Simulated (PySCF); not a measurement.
Correlation energy of N⁺ (nitrogen, charge +1)

Starting occupation: [He] 2s2 2p2, 2p1/2 with m_j = -1/2, +1/2. Calculation: PySCF 2.14, in x2c-TZVPall-2c with one added diffuse shell each of s, p, d type (6s4p3d1f, 40 functions); X2C-1e with screened-nucleus spin-orbit coupling, Gaussian nucleus. Frozen: 1s2; 4 electrons correlated.

MP2 pair energies summed by pair of shells (mhartree):

```csv
pair,energy,share (%)
2p-2s,-45.92,62.7
2s-2s,-19.96,27.2
2p-2p,-7.39,10.1
```

Total MP2 correlation energy: -73.27 mhartree.

The GHF reference relaxed away from the jj start to a determinant that is no pure jj level (⟨S²⟩ = 2.00, ⟨J²⟩ = 2.00); the energies belong to that determinant.
